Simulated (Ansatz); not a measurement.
SnO (tin(ii) oxide): methods side by side

SnO: 2 atoms, total charge 0, spin state singlet. As SMILES, `[O]=[Sn]`. The coordinates come from a PBE0-D4/def2-TZVP relaxation.

```xyz
2

O     0.0000    0.0000   -0.0071
Sn    0.0000    0.0000    1.8107
```

Quantity: the energy change with the O1–Sn2 bond stretched from 1.818 to 2.705 Å, in eV. The values are calculated.

```
                      level                    kind  program  value (eV)  less FCI/STO-3G  CPU time (all runs)
     HF/STO-3G (restricted)            Hartree–Fock   Ansatz        5.33            +1.26                1.1 s
  SVWN5/STO-3G (restricted)                     LDA   Ansatz        5.70            +1.63                3.3 s
    PBE/STO-3G (restricted)                     GGA   Ansatz        5.31            +1.24                5.4 s
 r2SCAN/STO-3G (restricted)                meta-GGA   Ansatz        5.80            +1.73                 16 s
r2SCAN0/STO-3G (restricted)         hybrid meta-GGA   Ansatz        6.59            +2.52                7.2 s
  HSE06/STO-3G (restricted)  range-separated hybrid   Ansatz        6.23            +2.16                3.4 s
RPA@PBE/STO-3G (restricted)                     RPA   Ansatz        4.08            +0.01                8.1 s
                 FCI/STO-3G      exact in the basis   Ansatz        4.07             0.00                  4 s
```

FCI/STO-3G is exact within its basis and frozen core, so for wave-function methods in that basis the difference is their error; functionals converge differently with the basis, so for them it is only a difference. Spin-restricted single references rise too steeply as a bond breaks. All-electron rows without a relativistic Hamiltonian named are non-relativistic. The first shape isn't each level's own minimum. The values span 4.07 to 6.59 eV. All rows use very small basis sets, so even the best lies far from the true value. CPU times are rough (shared hosts, several kinds of processor): they show what a rung costs within a factor of a few.
